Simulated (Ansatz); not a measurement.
Reactions of CH$_{5}$FO$_{2}$Si$_{2}$ (`O=C(O[SiH3])[SiH2]F`).

Calculated with Ansatz (gas phase, PBE0-D4/def2-TZVP geometries, no zero-point term in ΔE). CCSD(T)/CBS adds triple-zeta CCSD(T) − MP2 to the extrapolated MP2 energy (def2 sets, frozen cores). This one scheme is used for every species. def2 core potentials past Kr. For Ge, I outer-core shells are correlated without core-valence functions, which leaves a few kJ/mol of doubt a bond. Scalar relativity is left out up to krypton. Each species was taken in one conformer, which may not be the lowest.

Q: Order these by ΔE at CCSD(T)/CBS, lowest first. (An estimate is asked.)
A. `O=C(O[SiH3])[SiH2]F` + `BN` → `BN[SiH2]F` + `O=CO[SiH3]`
B. `O=C(O[SiH3])[SiH2]F` + `CO[SiH](F)S` → `CO[SiH](F)S[SiH2]F` + `O=CO[SiH3]`
C. `O=C(O[SiH3])[SiH2]F` + `[CH3][GeH]([F])[Cl]` → `F[SiH2][GeH]([F])[Cl]` + `CC(=O)O[SiH3]`
D. `O=C(O[SiH3])[SiH2]F` + HI → `F[SiH2]I` + `O=CO[SiH3]`

A: D (-101.7 kJ/mol), B (-87.2 kJ/mol), A (-73.5 kJ/mol), C (+4.6 kJ/mol).

Largest T1 diagnostic: 0.016, for `O=CO[SiH3]`.
